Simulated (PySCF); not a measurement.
# Ionisation energy of Co²⁺ by level of theory

Co²⁺ [Ar] 3d7 (4F) → Co³⁺ [Ar] 3d6 (5D), as a difference of total energies. All numbers are calculated (PySCF 2.14, scalar relativity by spin-free X2C-1e, in jorge-DZP-DKH (8s6p2d1f, 43 functions)). Correlated levels: valence: [Ar] frozen. The calculations carry no spin-orbit coupling.

```csv
method,ionisation energy (eV),difference from reference (eV)
UHF,31.461,-2.039
M06-L,33.640,+0.140
BP86,34.575,+1.075
MP2 (valence),32.782,-0.718
SCS-MP2 (valence),32.771,-0.729
```

Reference: 33.5 ± 0.06 eV (semi-empirical (NIST evaluation); NIST Atomic Spectra Database, ionization energies).

The reference lies between the lowest fine-structure levels, while these numbers refer to the centres of the terms.

Errors of the correlated levels include the incompleteness of this basis and the frozen core.
